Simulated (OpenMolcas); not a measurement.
Fe2+ with its 6 nearest fluoride ions at 2.111 Å, on the Cd site of idealised cubic KCdF3 (a = 4.302 Å, distance in the model lattice 2.151 Å). The rest of the host is ab initio model potentials to 7.6 Å, with orthogonalisation functions on the cations behind the ligands, and point charges beyond; the distance is set by hand and nothing relaxes. Ligand basis ANO-RCC-VDZP.
```
Fe    0.0000    0.0000    0.0000
F     2.1110    0.0000    0.0000
F     0.0000    2.1110    0.0000
F    -2.1110    0.0000    0.0000
F     0.0000   -2.1110    0.0000
F     0.0000    0.0000    2.1110
F     0.0000    0.0000   -2.1110
```

```
Program             : OpenMolcas
Method              : SS-CASPT2, IPEA 0.25 Eh, imaginary shift 0.1 Eh (closed shells correlated: 3s 3p and the ligand valence shells)
Basis               : ANO-RCC-VTZP [6s5p3d2f1g]
Scalar Hamiltonian  : DKH2, point nucleus
Active space        : 6 electrons in 5 orbitals (3d)
State averaging     : 2S+1 = 5 even, 5 roots; 2S+1 = 3 even, 45 roots; 2S+1 = 1 even, 50 roots
Spin-orbit coupling : state interaction with AMFI integrals over the reference wave functions
```

Task: What is the spin-free ground state (labels of O, the rotations of Oh)?

Result: 5T2, 3-fold in its orbital part, 100 % from free-ion D terms; it has the highest spin that d6 allows.

Task: Where is the first state of the same spin?

Result: 5E at 8600 cm-1 above the ground state.

Task: What are the lowest two levels with spin-orbit coupling?

Result: A 3-fold level T2, then a 2-fold level E 190 cm-1 above it. Their leading multiplicities are 5 (100 %) and 5 (100 %).

Task: What is χT at 300 K, and how does it compare with the textbook value?

Result: The lowest level has 2S+1 = 5, for which the spin-only value is χT = S(S+1) / 2 = 3.000 cm3 K/mol (g = 2). The computed 4.084 at 300 K differs by +1.084, through orbital momentum, spin-orbit coupling and any other state in reach. With a threefold ground state the orbital momentum is unquenched, so the spin-only value is not expected to hold.

Roots that are degenerate in the reference are averaged as groups; the widest CASPT2 spread within a group is 230 cm-1 (the 3-fold group of multiplicity 1 near 33200 cm-1 above the lowest state of its run). Shifts and gaps below about the spread of the groups concerned are not significant. Over all roots computed the reference weight is 0.72 to 0.74; a low but even weight reflects the number of correlated electrons. An orbital triplet at a regular site is open to Jahn-Teller coupling, which can distort the site and quench the lowest spin-orbit gaps and is left out. A single d shell leaves out the double-shell effect, which counts most for late 3d ions, where the CASPT2 field can be off either way by tens of per cent. Ligand-to-metal charge-transfer states are missing. These CASPT2 states fit no ligand-field parameters well, so their order and spin gaps are uncertain. For late 3d ions with one d shell CASPT2 can put B and the spin-flip bands somewhat low as well as high. With one d shell and no ligand orbital active, 10Dq can be off by tens of per cent for divalent 3d ions, low with halides held by bare charges and at times high in hosts. Free-ion shares, where given, are those of the reference states; single-state CASPT2 does not remix them. No measured value stands beside these numbers; the geometry was set by hand and not optimised.
